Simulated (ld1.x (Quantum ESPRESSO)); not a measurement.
# Configuration tests for Ga (Z = 31) (RRKJ)

ld1.x (Quantum ESPRESSO) 7.5 input, shortened:

```
&input
   title='Ga', zed=31., rel=1, dft='PBESOL', iswitch=3,
   config='[Ar] 3d10 4s2 4p1 4d-2'
 /
 &inputp
   pseudotype=2, tm=.false., lloc=1,
   nlcc=.true.
 /
3
4S  1  0   2.00   0.00  1.55  1.55  0.0
4D  3  2  -2.00   0.30  1.95  1.95  0.0
4P  2  1   1.00   0.00  1.80  1.80  0.0
 &test
   configts(1)='4s2 4p1'
 /
```

Energies are relative to the spin-unpolarised reference configuration 4s2 4p1; without spin polarisation the order of configurations can differ from experiment. The frozen-core shift is the all-electron ΔE with the core orbitals held at their reference shape minus the fully relaxed ΔE.

```json
{"valence configuration": "4s2 4p0", "charge": "+1", "ΔE all-electron (eV)": "5.679", "error AE − PS (meV)": "-14", "frozen-core shift (meV)": "+13"}
{"valence configuration": "4s1 4p0", "charge": "+2", "ΔE all-electron (eV)": "26.815", "error AE − PS (meV)": "-208", "frozen-core shift (meV)": "+213"}
{"valence configuration": "4s2 4p1.3", "charge": "-0.3", "ΔE all-electron (eV)": "-0.531", "error AE − PS (meV)": "-0.1", "frozen-core shift (meV)": "+0.1"}
{"valence configuration": "4s1 4p1", "charge": "+1", "ΔE all-electron (eV)": "13.084", "error AE − PS (meV)": "-55", "frozen-core shift (meV)": "+57"}
{"valence configuration": "4s1 4p2", "charge": "0", "ΔE all-electron (eV)": "6.551", "error AE − PS (meV)": "-19", "frozen-core shift (meV)": "+19"}
```

(1) What are ΔE and the potential's error for 4s2 4p0.5?

(2) What are ΔE and the potential's error for 4s0 4p3?

Levels in the configuration 4s1 4p1:

| level | all-electron (eV) | pseudo (eV) |
| --- | --- | --- |
| 4s | -17.449 | -17.577 |
| 4p | -9.951 | -10.022 |

Note: ghost states, extra bound levels that the all-electron valence spectrum of the same l lacks: s at -208.3 eV, d at -47.3 eV. A true bound ghost makes a file unfit for plane-wave use.

Answers

(1) ΔE = 2.027 eV all-electron; the error (AE − PS) is -2.0 meV.

(2) ΔE = 13.390 eV all-electron; the error (AE − PS) is -72 meV.
